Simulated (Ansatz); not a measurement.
(H2Al-mu-I)2 (Al2H4I2), relaxed as a singlet with RKS PBE-D4/def2-SVP in Ansatz, starting from the GFN2-xTB geometry. Force threshold 0.02 eV/Å.

In the def2 sets I takes a core potential; there is no spin–orbit coupling.

Start:

```xyz
8

Al   -0.793    0.108    1.550
H    -1.369   -1.198    2.116
H    -0.873    1.477    2.239
I     1.778   -0.339    0.936
Al    0.795   -0.112   -1.549
H     1.386    1.164   -2.165
H     0.843   -1.504   -2.195
I    -1.766    0.403   -0.933
```

```tsv
step	energy (eV)	largest force component (eV/Å)	SCF passes
1	-29451.1667	0.602	22
2	-29451.2468	0.290	25
3	-29451.2773	0.062	26
4	-29451.2783	0.026	27
5	-29451.2785	0.002	19
```

Force components are those of the run's own axes.

End:

Cartesian coordinates in Å:
```
Al -0.828 0.113 1.614
H -1.410 -1.259 2.172
H -0.891 1.546 2.302
I 1.748 -0.332 0.920
Al 0.828 -0.117 -1.615
H 1.429 1.224 -2.223
H 0.859 -1.573 -2.253
I -1.735 0.398 -0.918
```

By distances, no bond broke or formed. The bond that changes most is Al5–H6, from 1.54 to 1.59 Å (atoms count from 1).

No frequencies were taken in this run, so the end may be a saddle point.

Hardware: 4 threads of Arm Neoverse V2 on a shared host. Wall time 7 s.
